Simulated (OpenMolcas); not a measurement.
## Ti3+, Zr3+, Hf3+: d down the group

- Program: OpenMolcas 26.06
- Method: CASSCF
- Basis: ANO-R2
- Scalar Hamiltonian: X2C, finite nucleus
- Spin-orbit coupling: RASSI with atomic mean-field integrals over the reference wave functions, term energies averaged over their components

Active space for each ion: 1 electron in 10 orbitals (d d).

Computed levels in cm-1 above ²D_3/2:

```tsv
Level	Ti3+	Zr3+	Hf3+
²D_5/2	360	1286	5660
weight of ²D in the lowest level (%)	100	100	100
```

Measured, with the error of the calculation in %. Measured levels: Ti3+ from Corliss and Sugar, J. Phys. Chem. Ref. Data 8, 1 (1979); Zr3+ from the list in Rauch et al., Astron. Astrophys. 599, A142 (2017).

```
 Level        Ti3+         Zr3+
²D_5/2  382 (-5.7)  1251 (+2.9)
```

The fine-structure level ²D_5/2 changes by a factor of 15.7 from Ti3+ to Hf3+.

With one active electron the reference holds no correlation, so core polarisation is missing. With one active electron outside closed inactive shells, the extra shells (4d) add no correlation to the reference (holds for Ti3+). With one active electron outside closed inactive shells, the extra shells (5d) add no correlation to the reference (holds for Zr3+). With one active electron outside closed inactive shells, the extra shells (6d) add no correlation to the reference (holds for Hf3+). Measured partners are found by configuration, term and J. A level has none where our copy of the source lacks it or the pairing is in doubt (some pairs that miss far off the trend of their configuration count as doubtful), and it then counts in no deviation. Only configurations of the active space appear.
